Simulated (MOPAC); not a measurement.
MOPAC input (PM3):

```
PM3 PRECISE GNORM=0.05 LET XYZ CHARGE=1 GEO-OK AUX(PRECISION=9) THREADS=1
BCl2

Cl   -0.00000000 1   -0.00000000 1   -1.61347186 1
B     0.00000000 1    0.00000000 1    0.00000000 1
Cl    0.00000000 1    0.00000000 1    1.61347186 1
```

### Question
What heat of formation does the run end on?

### Answer
118.22 kcal/mol.
